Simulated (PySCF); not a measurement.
**Ionisation energy of Ti by level of theory**

Ti [Ar] 3d2 4s2 (3F) → Ti⁺ [Ar] 3d2 4s1 (4F), as a difference of total energies. Computed with PySCF 2.14 in aug-cc-pVDZ, with no relativity, point nucleus. Correlated levels: valence: [Ar] frozen. The calculations carry no spin-orbit coupling.

```csv
method,ionisation energy (eV),difference from reference (eV)
UHF,5.531,-1.297
B3LYP,6.811,-0.017
LDA,6.867,+0.039
MP2 (valence),6.273,-0.555
SCS-MP2 (valence),6.425,-0.403
```

Reference: 6.828 eV (measured; NIST levels, between the centres of gravity of the two terms).

These non-relativistic numbers lack the scalar-relativistic shift.

Errors of the correlated levels include the incompleteness of this basis and the frozen core.

MP2 underrates the near-degeneracy of ns² with np² in the lower species.
